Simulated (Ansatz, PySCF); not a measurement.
Breaking a bond: SMILES [OH2+][BH3-], singlet. The B1–O5 bond (B1 also carries H, H, H; O5 carries H, H) is stretched with both fragments frozen at the PBE0/def2-TZVP optimised geometry. Each curve is given relative to its own lowest point near equilibrium.

```
R / Å     A     B     C
-----  ----  ----  ----
1.36   35.6  38.3  40.3
1.42   20.6  22.4  24.4
1.52    6.4   7.2   8.9
1.59    1.8   2.2   3.5
1.63    0.6   0.8   1.7
1.69    0.0   0.0   0.3
1.74    0.4   0.3   0.0
1.77    1.0   0.8   0.1
1.84    2.8   2.6   0.9
1.97    7.6   7.4   3.6
2.11   13.2  13.1   7.0
2.26   18.9  18.6  10.5
2.51   26.8  26.4  15.2
2.75   32.2  32.4  18.5
3.07   36.9  38.3  21.6
3.39   39.8  42.0  23.7
3.79   42.0  44.6  25.4
4.10   43.1  45.9  26.2
4.51   44.1  46.9  27.0
5.04   44.8  47.5  27.7
5.82   45.3  47.8  28.1
```

Energies in mEh.

### Question
Which curve belongs to which method? The methods are Ansatz (an electronic-structure program) with UHF/cc-pVTZ; unrestricted M06-2X/6-31G*, spherical d in PySCF 2.14.0; unrestricted PBE0/cc-pVTZ run with Ansatz.

### Answer
A is UKS-PBE0; B is UKS-M06-2X/6-31G*; C is UHF.
